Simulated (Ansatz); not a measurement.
A structure relaxed at PBE0-D4/def2-SVP in Ansatz, charge 0, singlet:

```csv
atom,x (Å),y (Å),z (Å)
Ba1,2.0593,-0.2251,0.8019
Ba2,-1.1181,-0.1143,-1.9149
Ba3,-2.0783,0.0646,2.4258
Se4,1.5195,-1.3454,-1.8327
Se5,-0.3824,1.6202,0.5199
```

Give its formula and point group.

Ba₃Se₂. Point group Cs (tolerance 0.1 Å).

Summarise the bond lengths by kind (pairs closer than 1.2 times the sum of covalent radii, bridged metal pairs left out).

5 × Ba–Se 2.91 to 3.08 Å.

In the def2 sets Ba takes a core potential; there is no spin–orbit coupling. The restricted singlet is unstable towards broken spin symmetry in Hartree–Fock (as tested in another run); at PBE0-D4/def2-SVP this wasn't settled. Another isomer (singlet) lies 0.45 eV lower at PBE0-D4/def2-TZVP; other spin states weren't run for this one.
